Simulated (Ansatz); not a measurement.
C2H3AlCl2O (`ClC1[CH2][Al]([Cl])[O]1`). Charge 0, multiplicity 1. The structure was optimised at the PBE0-D4/def2-TZVP level.

```xyz
9

Cl   -1.011   -2.132    0.429
C    -0.570   -0.625   -0.467
C     0.883   -0.215   -0.152
Al   -0.061    1.260    0.671
Cl    0.022    3.045    1.718
O    -1.392    0.436   -0.056
H    -0.754   -0.860   -1.516
H     1.443   -0.942    0.430
H     1.440    0.033   -1.058
```

Task: What is the dipole moment at r2SCAN/def2-TZVPP? (An estimate is asked.)

Result: Computed: 2.69 D, with components (2.24, 1.26, -0.80) D in this frame, pointing from negative to positive charge.

Task: And with PBE, B3LYP, ωB97M-V? (An estimate is asked.)

Result: Computed: PBE 2.55 D, B3LYP 2.69 D, ωB97M-V 2.71 D.

Task: Give the Mulliken charges with r2SCAN, ωB97M-V, PBE in def2-TZVPP. (Best estimate.)

Result: Computed: 
| atom | r2SCAN | ωB97M-V | PBE |
| --- | --- | --- | --- |
| Cl1 | -0.20 | -0.14 | -0.17 |
| C2 | 0.37 | 0.20 | 0.25 |
| C3 | -0.37 | -0.40 | -0.30 |
| Al4 | 0.56 | 0.52 | 0.41 |
| Cl5 | -0.19 | -0.17 | -0.17 |
| O6 | -0.40 | -0.37 | -0.31 |
| H7 | 0.07 | 0.13 | 0.11 |
| H8 | 0.08 | 0.12 | 0.10 |
| H9 | 0.07 | 0.11 | 0.09 |

B3LYP here is the variant with VWN-RPA as its local correlation; programs differ in this.
